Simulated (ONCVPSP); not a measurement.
What one change does to a pseudopotential (Be (Z = 4), ONCV)

* Element: beryllium
* Generator: ONCVPSP 4.0.1
* Type: optimised norm-conserving Vanderbilt (ONCV)
* Functional: Wu-Cohen
* Relativity: scalar-relativistic
* Frozen core: [He]
* Valence charge: 2
* Reference configuration: 2s2
* Partial waves: 2s: rc 2.05 bohr, ncon 4, nbas 9, qcut 2.5 1/bohr, 2 projectors, debl 3.9 Ha; p scattering state at 0.21 Ha: rc 1.70 bohr, ncon 3, nbas 6, qcut 5.7 1/bohr, 2 projectors, debl 3.6 Ha; d scattering state at 0.16 Ha: rc 2.05 bohr, ncon 5, nbas 9, qcut 5.5 1/bohr, 1 projector
* Local potential: polynomial inside 1.50 bohr (lpopt 4, dvloc0 0 Ha)
* Core correction: polynomial model core, fcfact 0.4

In the p channel the program set the typed energies aside and used 0.050, 3.650 Ha.

All-electron outer shells of the reference configuration (Wu-Cohen, scalar-relativistic, ld1.x):

```tsv
shell	level (eV)	outermost node (bohr)	outermost maximum (bohr)
1s	-105.90	–	0.27
2s	-5.55	0.60	2.07
```

Change: s: debl 1.55.

Cutoffs: the cutoffs (Ha) at which the residual kinetic energy of the hardest occupied pseudo-wave falls to 1 and 0.1 mHa per electron; they do not see the model core or the augmentation charge, which bear on the density cutoff. Errors are all-electron minus pseudo energies relative to the spin-unpolarised reference configuration.

Problem. Predict the effect on cutoff, ghosts and configuration errors.

Solution. The potential gets neither clearly harder nor softer (7.4 Ha and 49 Ha → 7.4 Ha and 49 Ha); the errors of the 4 common tests hardly move; the range in which the s phases agree narrows (upper end at the end of the scan → 2.6); neither file shows a bound ghost.

| quantity | base | changed |
| --- | --- | --- |
| cutoff, loose | 7.4 Ha | 7.4 Ha |
| cutoff, tight | 49 Ha | 49 Ha |
| bound ghosts | none | none |
| GHOST(+) flags under 300 eV | none | none |
| error for 2s1, meV [ΔE 9.47 eV] | -0.3 | -0.6 |
| error for 2s1.5, meV [ΔE 3.73 eV] | +0.1 | 0.0 |
| error for 2s1 2p1, meV [ΔE 3.61 eV] | -2.9 | -2.9 |
| error for 2s0 2p1, meV [ΔE 13.40 eV] | -35 | -36 |
| s: phases at 2.08 bohr within 0.05 rad from the reference energy up to (Ha; the scan ends near 5) | to the end of the scan | 2.6 |
| p: phases at 1.73 bohr within 0.05 rad from the reference energy up to (Ha; the scan ends near 5) | to the end of the scan | to the end of the scan |
| d: phases at 2.08 bohr within 0.05 rad from the reference energy up to (Ha; the scan ends near 5) | 4.3 | 4.3 |
| rms error of d²Exc/dni dnj with the model core, mHa | 0.01 | 0.01 |

Base: The cutoffs count occupied waves only; projector 2 of the s channel, the hardest unoccupied one, needs 45 Ha at the loose tolerance.
